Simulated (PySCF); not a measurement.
# Radial density of Sc(14+) (scandium, charge +14)

UHF, [He] 2s2 2p3, high-spin 4S determinant. Computed with PySCF 2.14 in an even-tempered Gaussian basis (20 s from 2.4 bohr⁻², ratio 2.2; 11 p from 3.1 bohr⁻², ratio 2.2; 6 d from 14 bohr⁻², ratio 2.4; 5 f from 22 bohr⁻², ratio 2.4; 5 g from 32 bohr⁻², ratio 2.4), with scalar relativity by spin-free X2C-1e.

```tsv
r (bohr)	4πr²ρ (e/bohr)	4πr²(ρα − ρβ)
0.00131	0.1619	0.0000
0.00220	0.4207	0.0000
0.00370	1.068	0.0001
0.00622	2.610	0.0007
0.0105	5.961	0.0038
0.0176	12.13	0.0230
0.0296	20.28	0.1355
0.0498	24.40	0.7003
0.0837	18.29	2.8318
0.141	13.10	7.5815
0.237	16.98	10.2676
0.398	8.808	4.4895
0.670	0.6592	0.3042
1.13	0.002161	0.0010
```

Densities and radii are taken from the X2C orbitals without a picture-change correction, which distorts them close to the nucleus.
